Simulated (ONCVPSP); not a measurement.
# Plane-wave convergence, ONCV potential for zirconium

* Element: zirconium
* Generator: ONCVPSP 4.0.1
* Type: optimised norm-conserving Vanderbilt (ONCV)
* Functional: PBE
* Relativity: fully relativistic
* Frozen core: [Kr]
* Valence charge: 4
* Reference configuration: 4d2.5 5s1.5
* Partial waves: 5s: rc 3.10 bohr, ncon 4, nbas 7, qcut 2 1/bohr, 2 projectors, debl 3.3 Ha; p scattering state at 0.26 Ha: rc 2.70 bohr, ncon 3, nbas 7, qcut 2.9 1/bohr, 2 projectors, debl 0.6 Ha; 4d: rc 2.30 bohr, ncon 4, nbas 9, qcut 5.6 1/bohr, 2 projectors, debl 1.6 Ha
* Local potential: polynomial inside 1.70 bohr (lpopt 3, dvloc0 1 Ha)
* Core correction: Teter function, parameters optimised by the program

Open shells are filled in proportion to 2j + 1.

**Question.** For each optimised wave give the share of its norm inside rc, the residual kinetic energy above qcut (Ha) and the cutoffs (Ha) for errors of 10, 1, 0.1 and 0.01 mHa per electron.

**Answer.**

```csv
wave,norm inside rc,residual KE,10 mHa,1 mHa,0.1 mHa,0.01 mHa
5s,0.333,1.2e-03,1.2,2.2,8.6,11.7
s projector 2,0.211,5.3e-01,13.8,17.6,20.3,26.6
p projector 1 j=3/2,0.100,2.5e-04,1.0,2.2,17.3,34.6
p projector 2 j=3/2,0.139,6.3e-03,3.7,7.5,30.5,61.8
p projector 1 j=1/2,0.114,5.4e-04,0.4,2.0,21.1,42.7
p projector 2 j=1/2,0.141,1.3e-02,4.5,15.5,36.4,73.6
4d j=5/2,0.560,1.5e-05,8.9,11.7,13.9,17.9
d projector 2 j=5/2,0.146,1.1e-04,10.4,13.3,16.3,40.8
4d j=3/2,0.571,1.6e-05,9.0,11.8,13.9,18.5
d projector 2 j=3/2,0.147,1.2e-04,10.5,13.4,16.5,42.8
```

The occupied waves need 12 Ha and 14 Ha for 1 and 0.1 mHa. Note: ghosts flagged at negative energy: p3/2 at -21.8 eV, p1/2 at -23.2 eV; GHOST(+) flagged for s at 50.1 eV. A true bound ghost makes a file unfit for plane-wave use.
